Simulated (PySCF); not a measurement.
Species: C8H9O (doublet state).
Cartesian coordinates in Å at the GFN2-xTB level; atoms count from 1:
```xyz
18
C8H9O angstrom
C      3.1362   -0.2418   -0.3202
C      1.7785   -0.1008   -0.1349
C      1.0516    0.9618   -0.7443
C     -0.2972    1.0987   -0.5537
C     -1.0057    0.2001    0.2506
C     -2.4959    0.3337    0.4042
O     -3.1923   -0.1158   -0.7442
C     -0.3140   -0.8559    0.8506
C      1.0363   -1.0083    0.6727
H      3.6881    0.4506   -0.9297
H      3.6836   -1.0453    0.1385
H      1.5913    1.6631   -1.3635
H     -0.8351    1.9067   -1.0281
H     -2.8363   -0.2182    1.2928
H     -2.7793    1.3837    0.5144
H     -2.9227   -1.0220   -0.9311
H     -0.8568   -1.5577    1.4699
H      1.5607   -1.8263    1.1444
```

The hyperfine couplings belong to this conformer and change with its torsions.

The species is `[CH2]c1ccc(CO)cc1` [radical].

Method used: UKS B3LYP, pcH-1 on C H O, non-relativistic, mean-field spin-orbit, GIAO in PySCF 2.14.0. Geometry: GFN2-xTB, one conformer, isolated molecule. GFN2-xTB frequencies show an imaginary mode (31i cm⁻¹), so this geometry is no minimum at that level. The geometry wasn't refined by DFT: couplings that depend on bond lengths, twists or pyramidal angles can differ widely from those at the functional's own minimum. The SCF solution wasn't tested for stability. ⟨S²⟩ is 0.781 where a pure state has 0.75.

The Mulliken spin populations are largest on C1 (+0.74), C5 (+0.29), C9 (+0.26) and C3 (+0.24). Four atoms exceed +0.15. The positive populations add up to 1.57 and the negative ones to -0.57, together 2S = 1. The angles at C1 add up to 360.0°, so it is planar; its axial dipolar tensor and the negative couplings of its protons fit spin in a p orbital normal to that plane.

Q: Test a(H) = Q·ρ(C) for the protons on planar carbons with a spin population beyond ±0.08.

A: 
```
  H   C    ρ(C)  a(H) (G)  a/ρ (G)
H10  C1  +0.744    -15.98    -21.5
H11  C1  +0.744    -15.97    -21.5
H12  C3  +0.242     -5.54    -22.9
H13  C4  -0.134     +2.44    -18.2
H17  C8  -0.136     +2.40    -17.6
H18  C9  +0.262     -5.95    -22.7
```

A least-squares line through the origin gives Q = -21.5 G with Mulliken populations. Where ρ is negative the coupling is positive.

Q: Leave H12 and its like out of the fit. How well does the relation then predict its coupling?

A: The other protons give Q = -21.4 G, so a = -21.4 × 0.242 ≈ -5.19 G, against the computed -5.54 G.

Couplings in gauss use g_iso = 2.0025.
